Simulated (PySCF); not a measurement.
Working out the ionisation energy of Zn²⁺

Zn²⁺ [Ar] 3d10 (1S) → Zn³⁺ [Ar] 3d9 (2D). Calculation: PySCF 2.14, in ANO-RCC-VTZP; the spin-free X2C one-electron Hamiltonian (Gaussian nucleus). Frozen: [Ar]. Energies in hartree (1 hartree = 27.21139 eV):

```
            part  Zn²⁺ (lower)  Zn³⁺ (upper)
             UHF  -1793.359904  -1792.000519
CCSD correlation     -0.392265     -0.304579
             (T)     -0.009443     -0.004576
```

**Question.** What does Hartree-Fock give?

**Answer.** (-1792.000519) − (-1793.359904) = 1.359385 hartree = 36.991 eV.

**Question.** What do CCSD and CCSD(T) give?

**Answer.** The CCSD correlation energies differ by 0.087686 hartree = 2.386 eV and the triples by 0.004867 hartree = 0.132 eV, so CCSD gives 39.377 eV and CCSD(T) 39.509 eV.

A first-order spin-orbit estimate adds -0.151 eV to CCSD(T) (valence), giving 39.358 eV against 39.723 eV (measured; NIST Atomic Spectra Database, ionization energies).

What remains against the reference includes basis incompleteness, the frozen core and higher excitations.
